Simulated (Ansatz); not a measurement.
Method: frozen-core CCSD(T)/cc-pVTZ // B3LYP-D3(BJ)/def2-TZVP run with Ansatz (an electronic-structure program).

Ansatz 0.2 input:
```yaml
crystal:
  periodic: [false, false, false]
  atoms:
    - { symbol: O, position_ang: [0.771568, -1.043251, -0.500256] }
    - { symbol: C, position_ang: [0.000482, 0.00015, -0.000726] }
    - { symbol: O, position_ang: [-1.273259, -0.503871, 0.237075] }
    - { symbol: O, position_ang: [0.639345, 0.477428, 1.138109] }
    - { symbol: O, position_ang: [-0.135779, 1.070222, -0.877757] }
    - { symbol: H, position_ang: [1.69538, -0.764815, -0.464911] }
    - { symbol: H, position_ang: [-1.1706, -1.362499, 0.666519] }
    - { symbol: H, position_ang: [0.231777, 1.322044, 1.36771] }
    - { symbol: H, position_ang: [-0.758912, 0.804593, -1.565762] }
basis:
  gaussian: { orbitals: cc-pVTZ }
correlation:
  method: ccsd_t
```

Output:

```
Functional definition: HF
1252 factors; integrals over basis functions are off by at most 5.1e-4 eV
mean field evaluation 1: about -9241.0964 eV, gradient 5.5e1 eV
mean field evaluation 2: about -9241.3473 eV, gradient 5.5e1 eV
mean field evaluation 4: about -9246.5132 eV, gradient 3.4e0 eV
mean field evaluation 8: about -9246.5589 eV, gradient 2.3e-1 eV
mean field evaluation 16: about -9241.0963 eV, gradient 5.5e1 eV
mean field -9246.55904973 eV, -339.8047775347 hartree, gradient 2.4e-6 eV, S^2 0.000000; 0 other end points of the search recorded, 0 dependent functions left out
5 core orbitals not correlated
reference -9246.55904973 eV, -339.8047775347 hartree; 16, 16 occupied and 185, 185 virtual orbitals, 1252 factors
second order -30.63545936 eV of doubles, -0.00000000 eV of singles
cycle   1  -30.14949255 eV  change    4.9e-1 eV  update   9.9e-2
cycle   2  -30.77749139 eV  change   -6.3e-1 eV  update   2.7e-2
cycle   3  -30.90504733 eV  change   -1.3e-1 eV  update   1.2e-2
cycle   4  -30.88698618 eV  change    1.8e-2 eV  update   2.5e-3
cycle   5  -30.88728388 eV  change   -3.0e-4 eV  update   1.2e-3
cycle   6  -30.88805970 eV  change   -7.8e-4 eV  update   3.4e-4
cycle   7  -30.88782869 eV  change    2.3e-4 eV  update   1.3e-4
cycle   8  -30.88774016 eV  change    8.9e-5 eV  update   3.6e-5
cycle   9  -30.88774542 eV  change   -5.3e-6 eV  update   1.1e-5
perturbative correction -1.14722324 eV, -0.0421596764 hartree
Total energy: -9278.59401839 eV, -340.9820409189 hartree
```

Cost: about 3 core-minutes (a rough figure).
